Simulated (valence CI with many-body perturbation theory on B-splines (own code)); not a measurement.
Forbidden lines of Tb¹⁴⁺

Computed by configuration interaction combined with many-body perturbation theory (CI+MBPT): five valence electrons over a frozen Dirac-Fock core [Kr] 4d10, radial functions for each j: 7 s, 7 p, 7 d, 7 f, 4 g, 2 h, with the one-electron correlation potential Σ1, the two-electron term Σ2, the three-electron term Σ3, Breit, model QED; selected CI, second order for the rest, scaled by the run's own slope (own B-spline code, finite nucleus).

No measured levels were compared; by estimate terms of the open shell hold to a few per cent of their energy, and close levels can change places; configurations with another count of f electrons can be misplaced by thousands of cm⁻¹. Core correlation moves these levels by up to 50000 cm⁻¹, and in measured spectra 5 to 20 % of such shifts remained as error; rates that hang on mixing are uncertain with them. Among the levels kept, up to 960 cm⁻¹ of a level comes from second order outside the variational space, and about a tenth of that is noise between levels of different J, which matters for small intervals. The lowest computed level is not the ground level that NIST lists (6H°5/2, for many ions itself from theory).

Lines 51 to 100 of 120 in falling wavelength, among levels below 46893 cm⁻¹, chosen from the decays that carry over 1 % of a level's rate. Wavelengths and rates use the calculated energies, so an error of 2000 cm⁻¹ moves a line at 1055 nm by 21 % and its rate by three times that or more. Electric multipoles are in the length gauge, E1 and E2 with the static RPA response of the core. Weak lines are less certain than strong ones. Lines between different terms over intervals too small for the method are left out, as are lines whose strength nearly cancels. Where a level lies close to another of its J and parity, the split of strength between their lines is uncertain.

Names give the largest LS component (configuration and term), which can be under half, so a name can repeat, a term be missing and a line seem to break the LS rules; names also repeat where a configuration has a term twice.

| λ vac (nm) | Upper | Lower | Type | A (s⁻¹) | Branch % |
| --- | --- | --- | --- | --- | --- |
| 1055 | 4f4 5s 6G_5/2 | 4f4 5s 6F_3/2 | M1 | 3.23e-02 | 3.6 |
| 1019 | 4f4 5s 4K_13/2 | 4f4 5s 4I_11/2 | M1 | 8.19e-01 | 2.6 |
| 990.4 | 4f4 5s 4F_3/2 | 4f4 5s 6G_3/2 | M1 | 2.19e-01 | 14.3 |
| 905.1 | 4f4 5s 4H_7/2 | 4f4 5s 6F_7/2 | M1 | 7.47e-01 | 1.4 |
| 807.6 | 4f4 5s 6G_7/2 | 4f4 5s 4I_9/2 | M1 | 9.45e-01 | 4.3 |
| 800.0 | 4f4 5s 4H_9/2 | 4f4 5s 6F_9/2 | M1 | 2.55e+00 | 5.9 |
| 796.5 | 4f4 5s 4K_11/2 | 4f4 5s 4I_9/2 | M1 | 4.76e+00 | 19.0 |
| 787.8 | 4f4 5s 4L_13/2 | 4f4 5s 4I_13/2 | M1 | 3.03e+00 | 22.8 |
| 730.5 | 4f4 5s 6G_11/2 | 4f4 5s 4I_11/2 | M1 | 6.28e-01 | 5.0 |
| 727.4 | 4f4 5s 4G_5/2 | 4f4 5s 6S_5/2 | M1 | 3.99e-01 | 3.7 |
| 698.5 | 4f4 5s 6G_9/2 | 4f4 5s 4I_9/2 | M1 | 1.79e+00 | 9.5 |
| 688.8 | 4f4 5s 4G_5/2 | 4f4 5s 6F_7/2 | M1 | 7.65e-01 | 7.1 |
| 670.7 | 4f4 5s 4F_3/2 | 4f4 5s 6S_5/2 | M1 | 9.84e-02 | 6.4 |
| 643.9 | 4f4 5s 4I_9/2 | 4f4 5s 6I_11/2 | M1 | 7.90e-01 | 11.5 |
| 619.4 | 4f4 5s 4D_5/2 | 4f4 5s 6S_5/2 | M1 | 4.47e+00 | 21.0 |
| 614.7 | 4f4 5s 4H_7/2 | 4f4 5s 4I_9/2 | M1 | 1.36e+00 | 2.5 |
| 613.7 | 4f4 5s 4G_5/2 | 4f4 5s 6F_5/2 | M1 | 2.09e+00 | 19.3 |
| 596.3 | 4f4 5s 4I_11/2 | 4f4 5s 6I_13/2 | M1 | 1.48e+00 | 26.0 |
| 591.2 | 4f4 5s 4D_5/2 | 4f4 5s 6F_7/2 | M1 | 6.06e+00 | 28.4 |
| 590.5 | 4f4 5s 4L_13/2 | 4f4 5s 4I_11/2 | M1 | 5.89e+00 | 44.4 |
| 575.7 | 4f4 5s 4G_5/2 | 4f4 5s 6F_3/2 | M1 | 7.12e-01 | 6.6 |
| 572.9 | 4f4 5s 4F_3/2 | 4f4 5s 6F_5/2 | M1 | 1.45e-01 | 9.5 |
| 564.5 | 4f4 5s 4I_13/2 | 4f4 5s 6I_15/2 | M1 | 1.74e+00 | 32.2 |
| 543.9 | 4f4 5s 4I_9/2 | 4f4 5s 6I_9/2 | M1 | 1.02e-01 | 1.5 |
| 541.5 | 4f4 5s 4I_15/2 | 4f4 5s 6I_17/2 | M1 | 1.69e+00 | 28.1 |
| 535.0 | 4f4 5s 4D_5/2 | 4f4 5s 6F_5/2 | M1 | 1.23e+00 | 5.8 |
| 525.2 | 4f4 5s 4F_3/2 | 4f4 5s 6F_1/2 | M1 | 4.27e-02 | 2.8 |
| 507.6 | 4f4 5s 4H_9/2 | 4f4 5s 4I_9/2 | M1 | 2.30e+00 | 5.3 |
| 505.9 | 4f4 5s 4D_5/2 | 4f4 5s 6F_3/2 | M1 | 7.34e+00 | 34.5 |
| 480.8 | 4f4 5s 4I_9/2 | 4f4 5s 6I_7/2 | M1 | 5.97e+00 | 87.0 |
| 475.9 | 4f4 5s 4I_13/2 | 4f4 5s 6I_13/2 | M1 | 1.76e-01 | 3.2 |
| 457.9 | 4f4 5s 4I_15/2 | 4f4 5s 6I_15/2 | M1 | 1.20e+00 | 20.0 |
| 446.6 | 4f4 5s 6F_11/2 | 4f4 5s 6I_13/2 | M1 | 1.81e-01 | 15.2 |
| 439.9 | 4f4 5s 6F_9/2 | 4f4 5s 6I_11/2 | M1 | 2.50e-01 | 17.4 |
| 439.2 | 4f4 5s 4I_11/2 | 4f4 5s 6I_9/2 | M1 | 9.08e-01 | 15.9 |
| 431.7 | 4f4 5s 6F_3/2 | 4f4 5s 6I_7/2 | E2 | 1.44e-04 | 1.3 |
| 423.6 | 4f4 5s 6F_7/2 | 4f4 5s 6I_9/2 | M1 | 2.11e-02 | 3.0 |
| 414.0 | 4f4 5s 4I_13/2 | 4f4 5s 6I_11/2 | M1 | 6.02e-02 | 1.1 |
| 412.5 | 4f4 5s 6F_5/2 | 4f4 5s 6I_7/2 | M1 | 7.96e-03 | 6.6 |
| 410.9 | 4f4 5s 4K_17/2 | 4f4 5s 6I_17/2 | M1 | 2.55e+01 | 71.2 |
| 397.9 | 4f4 5s 4I_15/2 | 4f4 5s 6I_13/2 | M1 | 8.91e-01 | 14.8 |
| 394.3 | 4f4 5s 4K_15/2 | 4f4 5s 6I_15/2 | M1 | 1.70e+01 | 53.0 |
| 391.6 | 4f4 5s 6F_11/2 | 4f4 5s 6I_11/2 | M1 | 1.43e-01 | 12.0 |
| 390.8 | 4f4 5s 6F_9/2 | 4f4 5s 6I_9/2 | M1 | 5.08e-01 | 35.3 |
| 384.3 | 4f4 5s 6F_7/2 | 4f4 5s 6I_7/2 | M1 | 2.34e-01 | 32.7 |
| 376.1 | 4f4 5s 4K_13/2 | 4f4 5s 6I_13/2 | M1 | 1.15e+01 | 37.0 |
| 361.0 | 4f4 5s 4K_17/2 | 4f4 5s 6I_15/2 | M1 | 8.74e+00 | 24.4 |
| 356.1 | 4f4 5s 4K_11/2 | 4f4 5s 6I_11/2 | M1 | 4.95e+00 | 19.8 |
| 349.0 | 4f4 5s 4K_15/2 | 4f4 5s 6I_13/2 | M1 | 1.45e+01 | 45.2 |
| 336.4 | 4f4 5s 4K_13/2 | 4f4 5s 6I_11/2 | M1 | 1.78e+01 | 57.3 |
